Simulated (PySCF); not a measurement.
C6H10OSi, SMILES CC[SiH2]c1ccco1 (GFN2-xTB optimised geometry):

```
18

C     -2.944    -2.049     0.750
C     -1.813    -1.027     0.751
Si    -0.212    -1.690    -0.031
C      1.060    -0.314     0.000
C      2.429    -0.314     0.000
C      2.840     1.037     0.000
C      1.692     1.769    -0.001
O      0.620     0.969    -0.003
H     -3.844    -1.636     1.203
H     -2.659    -2.937     1.310
H     -3.184    -2.354    -0.266
H     -1.620    -0.711     1.779
H     -2.139    -0.134     0.215
H      0.323    -2.828     0.727
H     -0.460    -2.109    -1.419
H      3.057    -1.181     0.002
H      3.844     1.411     0.002
H      1.519     2.828     0.000
```

Computed with PBE0/def2-SVP in PySCF.

Task: What are the frontier orbital energies and the dipole moment?

Result: HOMO-2 -8.43 eV, HOMO-1 -8.07 eV, HOMO -6.55 eV, LUMO 0.05 eV, LUMO+1 1.27 eV; dipole moment 0.50 D.

Meta-Löwdin charges at PBE0/def2-SVP: C1 -0.29, C2 -0.40, Si3 0.61, C4 -0.08, C5 -0.16, C6 -0.17, C7 0.05, O8 -0.23, H9 0.10, H10 0.10, H11 0.10, H12 0.11, H13 0.11, H14 -0.10, H15 -0.11, H16 0.12, H17 0.12, H18 0.12.
